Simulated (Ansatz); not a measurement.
A single point on GaH₅O₃Si (`[OH][Ga]([OH])[O][SiH3]`).

```yaml
crystal:
  periodic: [false, false, false]
  atoms:
    - {symbol: O, position_ang: [-1.802681, -0.661227, -1.166082]}
    - {symbol: Ga, position_ang: [-0.610295, 0.600676, -0.827698]}
    - {symbol: O, position_ang: [-0.651138, 2.152674, -1.680980]}
    - {symbol: O, position_ang: [0.638351, 0.297892, 0.383726]}
    - {symbol: Si, position_ang: [1.090816, -0.906403, 1.393787]}
    - {symbol: H, position_ang: [-2.442155, -0.410483, -1.836838]}
    - {symbol: H, position_ang: [0.048418, 2.751196, -1.408511]}
    - {symbol: H, position_ang: [2.266853, -0.439072, 2.171914]}
    - {symbol: H, position_ang: [-0.006059, -1.256095, 2.336893]}
    - {symbol: H, position_ang: [1.467900, -2.129159, 0.633790]}
basis:
  gaussian: {orbitals: def2-QZVPP}
correlation: {method: mp2}
```

```sh
$ ansatz run in.yaml --threads 2 --pin off --events-out ev --progress --plain --max-ram 32768MiB --backend cuda --devices 0, --max-vram 18GiB
```

Output, abridged:

```
Functional definition: HF
2973 factors; integrals over basis functions are off by at most 5.7e-4 eV
mean field evaluation 1: about -66388.8870 eV, gradient 6.3e1 eV
mean field evaluation 2: about -66389.0230 eV, gradient 6.3e1 eV
mean field evaluation 4: about -66395.8588 eV, gradient 4.5e0 eV
mean field evaluation 8: about -66395.9215 eV, gradient 4.5e-1 eV
mean field -66395.92212053 eV, -2440.0051331572 hartree, gradient 1.7e-6 eV, S^2 0.000000; 0 other end points of the search recorded, 0 dependent functions left out
17 core orbitals not correlated: weight in the atoms' cores, before any rotation towards them, 1.000 or more for the frozen orbitals, at most 0.000 for the correlated occupied ones
reference -66395.92212053 eV, -2440.0051331572 hartree; 20, 20 occupied and 443, 443 virtual orbitals, 2973 factors
second order -37.66449233 eV of doubles, -0.00000000 eV of singles
Total energy: -66433.58661286 eV, -2441.3892777204 hartree
```

Hardware: 2 threads of an AMD EPYC 7R13 on a shared host and a share of an NVIDIA H100 80 GB. Wall time 7.5 s, peak host memory 1.1 GiB.
